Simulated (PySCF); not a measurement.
## C3H11BN2Si

The system: C3H11BN2Si, a molecule drawn as a unit of a network glass or zeolite (built as: Si B3, CH3 ends, N bridges); neutral, singlet. The structure, one conformer, was relaxed in the gas phase by PBE0-D3(BJ)/def2-SVP. No frequency run checks that it is a minimum.

SMILES: CB1N[Si](C)(C)N1

Coordinates in Å:
```
C1      2.799    1.082   -0.293
B2      1.347    0.498   -0.128
N3      0.572    0.290    1.073
Si4    -0.746   -0.299    0.084
C5     -2.290    0.758    0.071
C6     -1.205   -2.098    0.302
N7      0.433    0.055   -1.159
H8      3.336    1.173    0.663
H9      3.405    0.462   -0.973
H10     2.749    2.087   -0.745
H11     0.806    0.445    2.039
H12    -2.963    0.468   -0.752
H13    -2.028    1.819   -0.053
H14    -2.854    0.647    1.011
H15    -0.302   -2.727    0.310
H16    -1.860   -2.441   -0.515
H17    -1.747   -2.257    1.249
H18     0.534    0.021   -2.159
```

Shieldings: GIAO PBE0/pcSseg-1. Shifts are against computed references at the same level: C TMS (σ 184.4 ppm), H TMS (σ 31.27 ppm), Si TMS (σ 352.0 ppm). Core levels by delta-SCF with SCAN, pcX-2 on the ionised atom and pcseg-1 elsewhere, spin-free X2C (2p3/2 is the spin-free 2p value less a third of a first-order spin-orbit splitting); from the vacuum level, for chosen atoms.

Problem. Give the NMR and core-level values of the distinct atoms.

Solution. 
```csv
atoms,bonded to,σ (ppm),δ (ppm),core level (eV)
C1,1 B + 3 H,184.3,0.1,-
B2,1 C + 2 N,65.1,-,-
N3,1 B + 1 Si + 1 H,182.8,-,1s 403.39
Si4,2 C + 2 N,335.3,16.7,2p3/2 106.52
C5,1 Si + 3 H,181.2,3.2,1s 289.90
C6,1 Si + 3 H,181.2,3.2,1s 289.92
N7,1 B + 1 Si + 1 H,186.2,-,1s 403.37
H8 H9 H10,1 C,30.89,0.38,-
H11,1 N,28.83,2.43,-
H12 H13 H14,1 C,30.99,0.27,-
H15 H16 H17,1 C,30.99,0.28,-
H18,1 N,29.01,2.26,-
```

Values are those of this one static structure, with the three H of a rotating XH3 group averaged; atoms that internal rotation interchanges would show their mean in an NMR spectrum.

Problem. By CAM-B3LYP/def2-SVPD (TDDFT singlets, Tamm-Dancoff triplets, ionisation by delta-SCF), where does absorption start, and what does vertical ionisation take?

Solution. The first singlet with intensity lies at 6.79 eV (f 0.049); what lies below it is dark. The lowest singlet lies at 6.07 eV (f 0.000), the strongest of the first 6 at 6.79 eV (f 0.049), the lowest triplet at 5.93 eV; vertical ionisation takes 8.65 eV.
